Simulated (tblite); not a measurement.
Species: C4H10B2.
Structure used (GFN2-xTB), in Å, numbered top down from 1:
```xyz
16
C4H10B2 angstrom
B      2.2948   -0.0190    0.3587
C      0.9112    0.1100   -0.3355
B      0.0362    1.2814    0.2801
C     -1.4264    0.7239    0.4365
C     -1.4540   -0.5481   -0.4248
C     -0.0335   -1.1086   -0.3363
H      3.1494    0.7393    0.1043
H      2.4828   -0.8435    1.1685
H      1.0507    0.4585   -1.3675
H      0.4068    2.3572    0.5378
H     -1.5739    0.4481    1.4860
H     -2.2401    1.4061    0.1884
H     -2.2042   -1.2683   -0.0954
H     -1.6793   -0.2769   -1.4589
H      0.0849   -1.6551    0.6008
H      0.1869   -1.7961   -1.1542
```

Computed values, GFN2-xTB/tblite, gas phase, harmonic and unscaled. This tight-binding method is rough: wavenumbers can miss measured ones by several per cent, in bad cases by 10 to 20. Modes of hydrogen on boron can be 10 to 20 % off. One conformer, not necessarily the lowest.

Harmonic wavenumbers (cm⁻¹): 105.9, 205.7, 223.1, 260.9, 374.4, 497.7, 525.5, 627.7, 740.3, 782.0, 808.4, 829.4, 859.3, 885.8, 917.8, 966.4, 987.6, 998.3, 1045.7, 1081.5, 1114.1, 1132.4, 1169.6, 1194.5, 1221.4, 1259.6, 1263.8, 1317.3, 1322.8, 1452.9, 1494.4, 1505.7, 2626.7, 2654.4, 2674.5, 2884.5, 2935.3, 2962.3, 2978.6, 2984.1, 2992.6, 2995.1.

A = 6447, B = 3088, C = 2332 MHz; mass 80.097 u (most abundant isotopes); point group C1, symmetry number 1.

Q: Zero-point energy?

A: Half the sum of the wavenumbers: 28930 cm⁻¹ = 346.08 kJ/mol.

Q: Entropy at 500 K, 1 bar (ideal gas, RRHO, classical rotation)?

A: Translation 174.27, rotation 116.65, vibration 119.72: S = 410.6 J/(mol K).

Q: And Cp and H(500 K) − H(0)?

A: Cp = 189.01 J/(mol K), of which vibrations give 155.75 (their classical limit is 42 R = 349.2); H(500 K) − H(0) = 51.84 kJ/mol without the zero-point energy, 35.22 from vibrations.

Q: What must be added to the electronic energy to get the Gibbs energy at 500 K and 1 bar?

A: ZPE + [H(500 K) − H(0)] − T·S = 346.08 + 51.84 − 205.32 = 192.60 kJ/mol.

Q: Which modes carry the vibrational entropy at 500 K?

A: 105.9 cm⁻¹: 18.23; 205.7 cm⁻¹: 12.79; 223.1 cm⁻¹: 12.14; 260.9 cm⁻¹: 10.89; 374.4 cm⁻¹: 8.09; 497.7 cm⁻¹: 6.00 J/(mol K); the other 36 give 51.57 together.

Hindered rotation and anharmonicity are outside this model. Other conformers, if any are populated, would add a mixing term that is left out. The structure is chiral; the term R ln 2 for an equal mix with its mirror image is left out.
